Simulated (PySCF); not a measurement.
## From computed data to an observable: entropy of an ideal gas

Zn(H)(SiH3) (H₄SiZn), SMILES [SiH3][ZnH].

Geometry optimised at B3LYP-D3(BJ)/def2-TZVP.

B3LYP-D3(BJ)/def2-TZVP (PySCF) gives the harmonic wavenumbers 319, 347, 347, 501, 501, 875, 953, 953, 1839, 2189, 2196, 2196 cm⁻¹ and the rotational temperatures 4.2082, 0.1800, 0.1800 K. The molar mass is 97.50 g/mol, the symmetry number 3, the spin multiplicity 1.

Problem. Work out the entropy at 298.15 K and 1 atm in the rigid-rotor, harmonic-oscillator model.

Solution. 
Translation (Sackur–Tetrode at 1 atm): S = R[1.5 ln M + 2.5 ln T − 1.16487] = 165.9 J/(mol K).
Rotation: q = (√π/σ) T^1.5/√(θA θB θC) = 8240, S = R[ln q + 3/2] = 87.4 J/(mol K).
Vibration: with u = 1.4388 ν/T, each mode gives R[u/(e^u − 1) − ln(1 − e^−u)]:
```csv
ν (cm⁻¹),modes,u,S (J/(mol K))
319,1,1.54,5.50
347,2,1.67,9.87
501,2,2.42,5.49
875,1,4.22,0.65
953,2,4.60,0.95
1839,1,8.87,0.01
```
The stiffer modes add less than 0.005 each. Sum 22.5 J/(mol K).
Spin: R ln 1 = 0.0 J/(mol K).
Total 275.8 J/(mol K); the program's own thermochemistry gives 275.8. Translation makes up 60 % and vibration 8 %. Anharmonicity, hindered rotation and orbital degeneracy are left out.
